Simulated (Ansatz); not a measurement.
A structure relaxed at PBE0-D4/def2-TZVP, charge 0, multiplicity 1:

Cartesian coordinates in Å:
```
N 1.382 -0.509 -1.767
Al -0.068 -0.123 -0.843
N -1.651 0.021 -1.603
O 0.064 0.115 0.820
Si 0.192 0.348 2.413
H 1.420 -0.669 -2.759
H 2.299 -0.597 -1.363
H -1.845 -0.100 -2.582
H -2.496 0.243 -1.103
H 1.496 0.986 2.746
H -0.900 1.234 2.904
H 0.106 -0.949 3.138
```

Task: Give its formula and SMILES.

Result: AlH7N2OSi, `[NH2][Al]([NH2])[O][SiH3]`.

Task: Point group (tolerance 0.08 Å, 0.16 Å for H)?

Result: Cs.

Task: Summarise the bond lengths by kind.

Result: 2 × Al–N 1.762 Å; 4 × H–N 1.006 Å; 1 × Al–O 1.685 Å; 1 × O–Si 1.615 Å; 3 × H–Si 1.489 Å.

Program: Ansatz 0.2.0.
